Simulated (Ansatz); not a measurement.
Isolated molecules relaxed with PBE0-D4/def2-TZVP in Ansatz; ΔE leaves out vibrations. CCSD(T)/CBS is the MP2 limit (def2-TZVPP, def2-QZVPP) plus CCSD(T) − MP2 in def2-TZVPP, frozen cores. Functionals use def2-TZVPP. B3LYP here is the variant with VWN-RPA as its local correlation; programs differ in this. Elements past krypton have def2 core potentials. For In outer-core shells are correlated without core-valence functions, which leaves a few kJ/mol of doubt a bond. Each species was taken in one conformer, which may not be the lowest.

Consider the cleavage of the Si–Si bond: `FC[SiH]([SiH3])[SiH3]` + `[CH3][In]([NH2])[OH]` → `[CH3][In]([NH2])[O][SiH3]` + `FC[SiH2][SiH3]`.

```tsv
level	ΔE (kJ/mol)	difference from CCSD(T)/CBS
r2SCAN-D4	-98.1	7.0
B3LYP-D4	-103.0	2.1
ωB97M-V	-106.7	-1.6
B2PLYP	-109.9	-4.8
PBE	-78.8	26.3
r2SCAN	-98.7	6.4
PBE0	-88.5	16.6
HF/def2-TZVPP	-135.3	-30.2
MP2/def2-TZVPP	-111.9	-6.8
CCSD/def2-TZVPP	-110.3	-5.2
HF/def2-QZVPP	-137.6	-32.5
MP2/def2-QZVPP	-112.0	-6.9
SCS-MP2/def2-QZVPP	-117.6	-12.5
HF/CBS(def2)	-138.0	-32.9
MP2/CBS(def2)	-110.7	-5.6
CCSD/CBS(def2)	-109.1	-4.0
CCSD(T)/CBS	-105.1	0
```

Largest T1 diagnostic among the species: 0.015.

In def2-TZVPP, CCSD(T) changes the Hartree–Fock value by +29.1 kJ/mol (the triples alone add +4.0 kJ/mol) and MP2 by +23.5 kJ/mol. From PBE to PBE0 (25 % exact exchange), in def2-TZVPP and without D4, ΔE moves by −9.7 kJ/mol.
